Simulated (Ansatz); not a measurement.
C3H7NOSi can be A, `C[SiH2]C1N=CO1`, or B, `CO[SiH](C)C#N`.

Calculated with Ansatz (gas phase, PBE0-D4/def2-TZVP geometries, no zero-point term in ΔE). CCSD(T)/CBS is the MP2 limit (def2-TZVPP, def2-QZVPP) plus CCSD(T) − MP2 in def2-TZVPP, frozen cores. DFT in def2-TZVPP. B3LYP here is the variant with VWN-RPA as its local correlation; programs differ in this. Each species was taken in one conformer, which may not be the lowest.

Which isomer does CCSD(T)/CBS put lower? Give the gap. (An estimate is asked.)

Computed: B, by 268.5 kJ/mol.

Give E(B) − E(A) in kJ/mol with CCSD(T)/def2-TZVPP, B2PLYP, r2SCAN-D4, B3LYP, CCSD(T)/def2-SVP, PBE-D4, ωB97M-V. (Estimate.)

Ansatz gave: CCSD(T)/def2-TZVPP -269.2, B2PLYP -275.4, r2SCAN-D4 -245.4, B3LYP -267.7, CCSD(T)/def2-SVP -248.9, PBE-D4 -219.6, ωB97M-V -257.8. None reverses the order clearly.

Does the order hold for the free energy at 298.15 K (harmonic terms from PBE0-D4)? (Best estimate.)

The calculation gave: Yes: G(B) − G(A) = -271.0 kJ/mol, for one conformer each.

Largest T1 diagnostic: 0.014.

In def2-TZVPP, CCSD(T) changes the Hartree–Fock value by +44.0 kJ/mol (the triples alone add +8.5 kJ/mol) and MP2 by +36.1 kJ/mol. At CCSD(T), def2-SVP lies +19.5 kJ/mol from the extrapolated value and def2-TZVPP −0.7 kJ/mol.
